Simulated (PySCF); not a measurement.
**Ionisation energy of F⁺ by level of theory**

F⁺ [He] 2s2 2p4 (3P) → F²⁺ [He] 2s2 2p3 (4S), as a difference of total energies. All numbers are calculated (PySCF 2.14, the non-relativistic Hamiltonian (point nucleus), in dyall-acv3z (15s9p4d2f, 76 functions)). Correlated levels: valence: 1s2 frozen; valence and next inner shell: nothing frozen; virtual orbitals above 40 to 60 times the deepest correlated orbital energy dropped. The calculations carry no spin-orbit coupling.

Problem. Order these methods by the ionisation energy they give, lowest first.
A. TPSSh
B. CAM-B3LYP
C. revPBE
D. SCS-MP2 (valence and next inner shell)

Solution. D (34.765 eV), C (35.347 eV), A (35.399 eV), B (35.496 eV).

Errors of the correlated levels include the incompleteness of this basis and the frozen core.

For comparison: 34.950 eV (measured; NIST levels, between the centres of gravity of the two terms).
